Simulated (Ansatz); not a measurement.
Reaction (atomization): `CC(=O)[SiH2][SiH3]` → 2 C• + 8 H• + O• + 2 Si•

Isolated molecules relaxed with PBE0-D4/def2-TZVP in Ansatz; ΔE leaves out vibrations. CCSD(T)/CBS is the MP2 limit (def2-TZVPP, def2-QZVPP) plus CCSD(T) − MP2 in def2-TZVPP, frozen cores. This one scheme is used for every species, atoms too. For atomizations the MP2-based limit and the directly extrapolated one differ by several kJ/mol either way, and by 10 to 25 for some Ge, Se and Sn compounds, so smaller differences from it don't rank the levels. Functionals use def2-TZVPP. B3LYP here is the variant with VWN-RPA as its local correlation; programs differ in this. HSE06 is defined as in plane-wave codes. Open shells (•) are unrestricted, without spin–orbit coupling. Spin–orbit coupling would lower the free atoms: a little for C, O, Si. Each species was taken in one conformer, which may not be the lowest.

| level | ΔE (kJ/mol) | difference from CCSD(T)/CBS |
| --- | --- | --- |
| LDA (SPW92) | 5180.6 | 602.9 |
| PBE-D4 | 4637.9 | 60.2 |
| revPBE-D4 | 4547.0 | -30.7 |
| BLYP-D4 | 4568.9 | -8.8 |
| r2SCAN-D4 | 4591.3 | 13.6 |
| B97M-V | 4597.7 | 20.0 |
| PBE0-D4 | 4568.2 | -9.5 |
| B3LYP-D4 | 4581.5 | 3.8 |
| r2SCANh-D4 | 4563.7 | -14.0 |
| r2SCAN0-D4 | 4524.7 | -53.0 |
| HSE06-D4 | 4571.1 | -6.6 |
| BHLYP-D4 | 4467.0 | -110.7 |
| CAM-B3LYP-D4 | 4594.2 | 16.5 |
| ωB97M-V | 4584.0 | 6.3 |
| PBE-QIDH | 4532.7 | -45.0 |
| PBE | 4610.1 | 32.4 |
| revPBE | 4467.2 | -110.5 |
| BLYP | 4509.0 | -68.7 |
| r2SCAN | 4584.1 | 6.4 |
| PBE0 | 4544.4 | -33.3 |
| r2SCANh | 4556.0 | -21.7 |
| r2SCAN0 | 4516.3 | -61.4 |
| HSE06 | 4548.8 | -28.9 |
| BHLYP | 4431.8 | -145.9 |
| LC-ωPBE | 4546.8 | -30.9 |
| HF/def2-SVP | 3384.9 | -1192.8 |
| MP2/def2-SVP | 4344.5 | -233.2 |
| CCSD/def2-SVP | 4283.4 | -294.3 |
| CCSD(T)/def2-SVP | 4330.2 | -247.5 |
| HF/def2-TZVPP | 3374.5 | -1203.2 |
| MP2/def2-TZVPP | 4492.0 | -85.7 |
| SCS-MP2/def2-TZVPP | 4501.1 | -76.6 |
| CCSD/def2-TZVPP | 4399.7 | -178.0 |
| CCSD(T)/def2-TZVPP | 4462.3 | -115.4 |
| HF/def2-QZVPP | 3381.3 | -1196.4 |
| MP2/def2-QZVPP | 4560.6 | -17.1 |
| SCS-MP2/def2-QZVPP | 4578.7 | 1.0 |
| HF/CBS(def2) | 3382.4 | -1195.3 |
| MP2/CBS(def2) | 4607.4 | 29.7 |
| CCSD/CBS(def2) | 4515.1 | -62.6 |
| CCSD(T)/CBS | 4577.7 | 0 |

Largest T1 diagnostic among the species: 0.015.

From BLYP to BHLYP (50 % exact exchange), in def2-TZVPP and without D4, ΔE moves by −77.2 kJ/mol: exact exchange takes away binding that semilocal exchange gives to molecules. Leaving LDA and LC-ωPBE aside and taking each functional with its dispersion term where it has one, the values spread over 170.9 kJ/mol, from BHLYP-D4 to PBE-D4. LDA lies +570.5 kJ/mol from PBE without D4, its usual overbinding.
